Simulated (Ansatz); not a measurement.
`N[SiH2][SnH3]` + `CSS` → `CS[S][SnH3]` + `N[SiH3]` at 400 K and 1 bar (cleavage of the Sn–Si bond).

Gas-phase electronic energies from Ansatz, PBE0-D4/def2-TZVP geometries. CCSD(T)/CBS adds triple-zeta CCSD(T) − MP2 to the extrapolated MP2 energy (def2 sets, frozen cores). This one scheme is used for every species. Elements past krypton have def2 core potentials. For Sn outer-core shells are correlated without core-valence functions, which leaves a few kJ/mol of doubt a bond. Each species was taken in one conformer, which may not be the lowest.

```
        species  CCSD(T)/CBS energy (Eh)  H − E (kJ/mol)  S (J/(mol·K))
`N[SiH2][SnH3]`               -562.02294           199.5          389.7
          `CSS`               -836.00794           149.0          316.6
  `CS[S][SnH3]`              -1051.24276           195.3          414.3
      `N[SiH3]`               -346.80422           153.0          285.3
```

H − E and S are ideal-gas, rigid-rotor, harmonic terms from PBE0-D4/def2-TZVP, for one conformer and one mirror image of each species. 1 Eh = 2625.50 kJ/mol, R = 8.31446 J/(mol·K).

Task: By hand: ΔE, ΔH, ΔS and ΔG.

Result: ΔE = (-1051.24276) + (-346.80422) − (-562.02294) − (-836.00794) = -0.01610 Eh = -42.3 kJ/mol. Δ(H − E) = 195.3 + 153.0 − 199.5 − 149.0 = -0.2, so ΔH = -42.5 kJ/mol. ΔS = 414.3 + 285.3 − 389.7 − 316.6 = -6.7 J/(mol·K). ΔG = -42.5 − 400 × (-6.7)/1000 = -39.8 kJ/mol.

Task: By hand: the equilibrium constant, and the temperature at which ΔG would vanish if ΔH and ΔS stayed fixed.

Result: log₁₀ K = −ΔG/(RT ln 10) = 5.2. ΔG = 0 at ΔH/ΔS = 6343 K, far beyond where these terms or the molecules hold.

The number of gas molecules stays the same, so ΔS is small and ΔH decides. A doubt of 5 kJ/mol in ΔE shifts log₁₀ K by 0.7 here. Other conformers and mirror images would add mixing entropy, several J/(mol·K) or more a flexible species. Modes under 60 cm⁻¹, often nearly free rotors, make the harmonic entropy too high. These are equilibria of isolated gas molecules and say nothing of rates. Largest T1 diagnostic: 0.013 (customary marks: 0.02 for closed shells, 0.045 for open ones).
